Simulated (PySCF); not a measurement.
# Spin states and ions at one geometry of [OsO3Cl]+

PySCF 2.14.0, RKS B3LYP, Os def2-SVP with ECP60, O def2-SVP, Cl def2-SVP; non-relativistic Hamiltonian with scalar-relativistic core potentials where named; density fitting; no spin-orbit coupling; singlets restricted, open shells unrestricted. The geometry is relaxed for charge +1, singlet, vacuum:

```xyz
5

Os    0.2961    0.3796    0.0000
O     1.9661    0.3500    0.0000
O    -0.3617    1.9124    0.0000
O    -0.8027   -1.0605    0.0000
Cl   -1.1918   -2.6669    0.0000
```

Energies count from the relaxed state; an electron taken off or put on is at rest in vacuum. Charges and spins are Mulliken's.

Order these states by energy, lowest first.
A. charge +2, doublet, vacuum
B. charge +1, singlet, vacuum
C. charge 0, doublet, vacuum
D. charge +1, triplet, vacuum

C (-8.98 eV), B (0.00 eV), D (1.07 eV), A (17.00 eV).

How do charge and spin on the first atom follow?


| state | spin squared | charge on Os1 (e) | spin on Os1 (e) | dipole about the centre of mass (D) |
| --- | --- | --- | --- | --- |
| charge +1, singlet, vacuum | 0.00 | 1.26 | 0.00 | 4.05 |
| charge +1, triplet, vacuum | 2.05 | 1.37 | 1.42 | 3.32 |
| charge +2, doublet, vacuum | 0.91 | 1.62 | 1.15 | 5.95 |
| charge 0, doublet, vacuum | 0.76 | 0.91 | 0.63 | 2.84 |

With an electron taken off (doublet) the charges change, summed by element, by Os +0.36 e, O +0.35 e, Cl +0.29 e. The vertical ionisation energy is 17.00 eV, against −ε(HOMO) = 14.73 eV of the relaxed state. The level lies 2.3 eV too high, as is usual for semilocal functionals and global hybrids, which keep a self-interaction error.

With an electron put on (doublet) the charges change, summed by element, by Os -0.35 e, O -0.43 e, Cl -0.23 e. The vertical electron affinity is 8.98 eV, against −ε(LUMO) = 11.40 eV of the relaxed state.

Open shells may have lower solutions than those found.

On relaxing from the template, bonds within or between ligands changed, so the formula names the start rather than the bonding at the end.
